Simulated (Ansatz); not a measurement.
A run for Ansatz (a first-principles code): U-B3LYP/def2-TZVPP on H2Mg (SMILES [MgH2]), a point of a bond scan (R = 2.550 Å).

Ansatz 0.2 input:
```yaml
crystal:
  periodic: [false, false, false]
  atoms:
    - {symbol: Mg, position_ang: [0.00000000, 0.00000000, 0.00000000]}
    - {symbol: H, position_ang: [-0.00000000, -0.00000000, -2.54967426]}
    - {symbol: H, position_ang: [0.00000000, 0.00000000, 1.69978284]}
basis:
  gaussian:
    orbitals: def2-TZVPP
hamiltonian:
  xc: {name: B3LYP}
magnetization: {spin_polarized: true, initial_magnetization: 0}
```

The head of its log:

```
WARN ansatz: RAYON_NUM_THREADS=2 ignored (pool sized by the plan → 2); use --threads N
Functional definition: B3LYP
integrals: 0.01 GiB planned
406 factors; their error is unknown
mean field: 0.14 GiB planned
mean field evaluation 1: about -5473.7094 eV, gradient 1.2e1 eV
mean field evaluation 2: about -5473.2639 eV, gradient 1.1e1 eV
```

**Question.** What total energy does the run end on?

**Answer.** -201.2119 hartree.
